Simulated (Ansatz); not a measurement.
Input file for C2H6AlClSi (`[Cl][Al]1[CH2]C[SiH2]1`):

```yaml
crystal:
  periodic: [false, false, false]
  atoms:
    - {symbol: Cl, position_ang: [-3.678748, 0.055847, -0.454386]}
    - {symbol: Al, position_ang: [-1.580562, 0.074873, -0.341307]}
    - {symbol: C, position_ang: [-0.288312, 0.762021, 0.972960]}
    - {symbol: C, position_ang: [0.880239, -0.158144, 0.519759]}
    - {symbol: Si, position_ang: [0.497780, -0.697375, -1.287708]}
    - {symbol: H, position_ang: [-0.484905, 0.732490, 2.045994]}
    - {symbol: H, position_ang: [-0.069136, 1.806971, 0.720685]}
    - {symbol: H, position_ang: [1.861110, 0.313122, 0.630127]}
    - {symbol: H, position_ang: [0.893323, -1.070548, 1.125341]}
    - {symbol: H, position_ang: [1.135529, 0.214635, -2.282008]}
    - {symbol: H, position_ang: [0.898882, -2.090891, -1.628658]}
basis:
  gaussian: {orbitals: def2-TZVPP}
correlation: {method: ccsd_t}
output: {orbitals: {seedname: orbitals}}
```

```sh
$ ansatz run in.yaml --threads 4 --pin off --events-out ev --progress --plain --max-ram 10444MiB
```

The program prints (abridged):

```
Functional definition: HF
1578 factors; integrals over basis functions are off by at most 1.2e-3 eV
mean field evaluation 1: about -29103.5054 eV, gradient 3.6e1 eV
mean field evaluation 2: about -29103.7436 eV, gradient 3.6e1 eV
mean field evaluation 4: about -29107.5457 eV, gradient 4.0e0 eV
mean field evaluation 8: about -29107.6308 eV, gradient 2.8e-1 eV
mean field -29107.63136239 eV, -1069.6857227066 hartree, gradient 7.8e-6 eV, S^2 0.000000; 0 other end points of the search recorded, 0 dependent functions left out
17 core orbitals not correlated: weight in the atoms' cores, before any rotation towards them, 1.000 or more for the frozen orbitals, at most 0.000 for the correlated occupied ones
reference -29107.63136239 eV, -1069.6857227066 hartree; 14, 14 occupied and 241, 241 virtual orbitals, 1578 factors
second order -19.74994067 eV of doubles, -0.00000000 eV of singles
cycle   1  -20.75552248 eV  change    -1.0e0 eV  update   9.6e-2
cycle   2  -21.28381845 eV  change   -5.3e-1 eV  update   2.9e-2
cycle   3  -21.36028301 eV  change   -7.6e-2 eV  update   1.3e-2
cycle   4  -21.35252257 eV  change    7.8e-3 eV  update   3.5e-3
cycle   5  -21.35155405 eV  change    9.7e-4 eV  update   1.5e-3
cycle   6  -21.35145121 eV  change    1.0e-4 eV  update   4.7e-4
cycle   7  -21.35133154 eV  change    1.2e-4 eV  update   1.7e-4
cycle   8  -21.35136583 eV  change   -3.4e-5 eV  update   6.2e-5
cycle   9  -21.35137566 eV  change   -9.8e-6 eV  update   2.3e-5
perturbative correction -0.92852420 eV, -0.0341226351 hartree
Total energy: -29129.91126226 eV, -1070.5044939249 hartree
```

Hardware: 4 threads of an Intel Xeon 6975P-C on a shared host. Wall time 43 s, peak host memory 7.2 GiB.

Correlation energy per correlated electron: -0.796 eV. T1 diagnostic: 0.0114.
